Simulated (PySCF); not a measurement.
**C5H7NO2Si: full NMR table**

* Formula: C5H7NO2Si
* SMILES: N#C[C@H]1C[Si@H](C(=O)O)C1
* InChI: InChI=1S/C5H7NO2Si/c6-1-4-2-9(3-4)5(7)8/h4,9H,2-3H2,(H,7,8)/t4-,9-
* Degrees of unsaturation: 4
* Carbon signals: 4
* Proton signals: 5

Atom-mapped SMILES (the numbers label the heavy atoms): `[N:1]#[C:2][C@H:3]1[CH2:4][Si@H:5]([C:6](=[O:7])[OH:8])[CH2:9]1` (H(Xn): hydrogen on atom n). Ha(C4), Ha(C9) are cis to C2 on the ring; Hb(C4), Hb(C9) are trans to C2 on the ring.

[PySCF 2.14.0 with density-fitted response routines: coordinates at the GFN2-xTB level; PBE0/pcSseg-1 with gauge-including orbitals; non-relativistic; single conformer; in vacuum; fast rotation and ring inversion assumed for equivalent nuclei]

δ = σ(ref) − σ, references computed at the same level: ¹H, ¹³C, ²⁹Si against TMS; ¹⁵N vs NH3; H2O for ¹⁷O.

| carbon | δC, type | δH (multiplicity) | HMBC from (2–3 bonds) | span of the C tensor (ppm) |
| --- | --- | --- | --- | --- |
| C2 | 129.3, C | – | H(C3), Hb(C4)/Hb(C9), Ha(C4)/Ha(C9) | 365 |
| C3 | 20.6, CH | 3.24 (m) | H(Si5), Hb(C4)/Hb(C9), Ha(C4)/Ha(C9) | 18 |
| C4/C9 | 20.1, CH2 | Ha(C4) 1.82 (m); Hb(C4) 2.30 (m) | H(Si5), H(C3), Hb(C4)/Hb(C9), Ha(C4)/Ha(C9) | 51 |
| C6 | 182.9, C | – | H(Si5), Hb(C4)/Hb(C9), Ha(C4)/Ha(C9) | 182 |

Other nuclei:
```tsv
atoms	nucleus	environment	δ (ppm)	σ (ppm)
H(O8)	¹H	hydrogen on an acid hydroxyl oxygen	6.86	24.86
H(Si5)	¹H	hydrogen on a silicon bonded to 3 C, in a 4-membered ring	5.28	26.44
Si5	²⁹Si	silicon bonded to 3 C, H, in a 4-membered ring	-19.4	368.5
N1	¹⁵N	nitrile nitrogen	302.1	-34.4
O7	¹⁷O	carbonyl oxygen	524.0	-187.9
O8	¹⁷O	acid hydroxyl oxygen	233.5	102.5
```

Carbon types of the structure: 2 × C, 1 × CH, 2 × CH2, leaving 2 H on heteroatoms. δC 182.9: carbonyl carbon. δC 129.3: nitrile carbon; C≡N carbons fall here, among the sp2 signals but without a proton. δC 20.6: sp3 CH α to a nitrile; aliphatic region, no heteroatom directly attached. δH 6.86: hydrogen on an acid hydroxyl oxygen; exchangeable, gas-phase position. δH 2.30, 1.82: hydrogen on an sp3 CH2 bonded to Si.

OH and NH positions are those of a molecule without intermolecular hydrogen bonds; in solution they move with solvent, concentration and temperature, and exchange usually removes their couplings. Shifts are as computed. Against solution values, carbons near 30 ppm lie about +3 ppm off and those near 130 ppm about +5 ppm. Of 1211 compounds with measured shifts, 218 miss one by over three times the rms of a fit or turn the order of signals round; such compounds aren't used in these exercises. In solution the two oxygens of a carboxylic acid exchange roles by proton transfer and give one 17O line. Hydrogen bonding in solution shields acid and N–H amide carbonyl oxygens by tens of ppm. Hydrogen bonding in solution deshields acid and N–H amide carbonyl carbons by as much as 10 ppm beyond these values. Unscaled 17O shifts of doubly bonded oxygen tend to come out too high, by tens of ppm or more. Experimental scales use liquid or dissolved standards, which lie at an offset from isolated NH3 (liquid NH3: subtract about 20 ppm) and H2O (liquid H2O: subtract about 36 ppm). Unscaled 15N shifts of sp2 nitrogen come out 20 to 40 ppm too high even then. No couplings were computed; multiplicities are counted from neighbouring protons, with m where these are inequivalent, close in shift, in a saturated or five-membered ring or joined by F or P, and br s for small geminal =CH2 splittings.
